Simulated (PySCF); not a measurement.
# Structure from NMR data

Molecular formula: C$_{2}$H$_{6}$F$_{4}$Si$_{2}$. Simulated spectra:

$^{1}$H NMR (400 MHz, computed): δ 5.58 (m, 1H), 4.31 (m, 1H), 4.02 (m, 1H), 0.29 (m, 3H).

$^{13}$C{$^{1}$H} NMR (computed): δ 138.9 (C), -11.7 (CH3).

Theoretical values (PySCF 2.14.0 with density-fitted response routines): σ from GIAO-PBE0/pcSseg-1, structure optimised with GFN2-xTB. No solvent, fast rotation and ring inversion assumed for equivalent nuclei, relativity neglected, a single conformation.

References, each an isolated molecule treated in the same way: TMS for $^{1}$H and $^{13}$C.

Question: Propose a structure and justify it.

Answer: 
- Rings plus π bonds: 0.
- 2 carbon signals for 2 carbons: no two carbons are equivalent.
- Carbon types of the structure: 1 × C, 1 × CH3, leaving 3 H on heteroatoms.
- δC 138.9: CF3 carbon; 3 electronegative neighbours deshield it.
- δC -11.7: methyl carbon bonded to Si; an electropositive neighbour leaves it electron-rich and shielded.
- δH 5.58: hydrogen on a silicon bonded to C, F, Si.
- δH 4.31, 4.02: hydrogen on a silicon bonded to C, Si.
- δH 0.29: hydrogen on a methyl carbon bonded to Si; an electropositive neighbour shields it, as in TMS itself.

The compound is `C[SiH2][Si@@H](F)C(F)(F)F`.

The data come from this structure; uniqueness wasn't tested.

Splittings by $^{19}$F in the carbon and heteronuclear signals aren't shown, as no couplings were computed. Shifts are as computed. Against solution values, carbons near 30 ppm lie about +3 ppm off and those near 130 ppm about +5 ppm. Of 1211 compounds with measured shifts, 218 miss one by over three times the rms of a fit or turn the order of signals round; such compounds aren't used in these exercises. Multiplicities follow the n + 1 count of equivalent neighbours, as no J values were calculated; m marks all less simple cases, F and P coupling included.
